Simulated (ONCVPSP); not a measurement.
**Before and after: ONCV potential for beryllium**

ONCVPSP 4.0.1 input, shortened (lines: element, Z, core and valence counts, functional; n l f; lmax; l rc ep ncon nbas qcut; lloc lpopt rc5 dvloc0; l nproj debl; icmod fcfact rcfact), LDA (Perdew-Wang 92), non-relativistic:

```
  Be 4.00    0    3  -001012      upf
    1    0    2.00
    2    0    1.00
    2    1    1.00
    2
    0    0.95    0.00    4    8   12.70
    1    3.35    0.00    4    7    4.00
    2    3.65    0.45    4    9    2.20
    4    5    0.85    0.00
    0    2    2.30
    1    2    1.70
    2    2    1.70
    0    0.00    0.00
```

Change: p: debl 2.65.

Cutoffs: the cutoffs (Ha) at which the residual kinetic energy of the hardest occupied pseudo-wave falls to 1 and 0.1 mHa per electron; they do not see the model core or the augmentation charge, which bear on the density cutoff. Errors are all-electron minus pseudo energies relative to the spin-unpolarised reference configuration.

Task: How do hardness, ghosts and transferability respond?

Result: The potential gets neither clearly harder nor softer (61 Ha and 71 Ha → 61 Ha and 71 Ha); the bound ghost in p disappears; the errors of the 4 common tests hardly move.

```csv
quantity,base,changed
"cutoff, loose",61 Ha,61 Ha
"cutoff, tight",71 Ha,71 Ha
bound ghosts,p,none
GHOST(+) flags under 300 eV,none,none
"error for 1s2 2s2 2p0, meV [ΔE -3.52 eV]",-11,-11
"error for 1s2 2s1 2p0, meV [ΔE 6.00 eV]",+32,+32
"error for 1s2 2s0 2p0, meV [ΔE 23.77 eV]",+105,+105
"error for 1s2 2s0 2p2, meV [ΔE 3.55 eV]",-11,-12
s: phases at 0.96 bohr within 0.05 rad from the reference energy up to (Ha; the scan ends near 5),to the end of the scan,to the end of the scan
p: phases at 3.40 bohr within 0.05 rad from the reference energy up to (Ha; the scan ends near 5),n/a,0.4
d: phases at 3.69 bohr within 0.05 rad from the reference energy up to (Ha; the scan ends near 5),1.2,1.2
```

 A true bound ghost makes a file unfit for plane-wave use even where its test errors are small: the radial tests pick states by their node count and pass the ghost by.
